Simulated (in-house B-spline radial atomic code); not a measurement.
A fraction x of an electron is removed from 4p in neutral iodine, starting from [Kr] 4d10 5s2 5p5 and keeping the highest spin. Method: scalar-relativistic (X2C) PW91, spin-polarised, spherical fractional occupations, Fermi nucleus of rms radius 4.75 fm. Calculated with an all-electron radial atomic-structure program (B-spline basis).

```
   x  E(x) - E(0) (eV)  4p down level (eV)
   0            0.0000            -127.514
 0.1           12.8343            -129.177
 0.2           25.8360            -130.862
0.26                 ?                   ?
0.45           59.0866            -135.164
 0.5                 ?                   ?
0.58           76.8062            -137.449
0.64           85.0850            -138.514
0.84          113.1462            -142.109
0.98          133.2200            -144.665
   1          136.1170            -145.033
```

Q: What belongs in the row x = 0.26?

A: An energy change of 33.7183 eV; 4p down at -131.883 eV.

Q: What belongs in the row x = 0.5?

A: An energy change of 65.8667 eV; 4p down at -136.039 eV.

Q: Check Janak's theorem between x = 0.1 and 0.2.

A: The slope of the energy is 130.02 eV; the orbital levels give 130.02 eV (-ε of the emptying orbital, averaged over the two points).
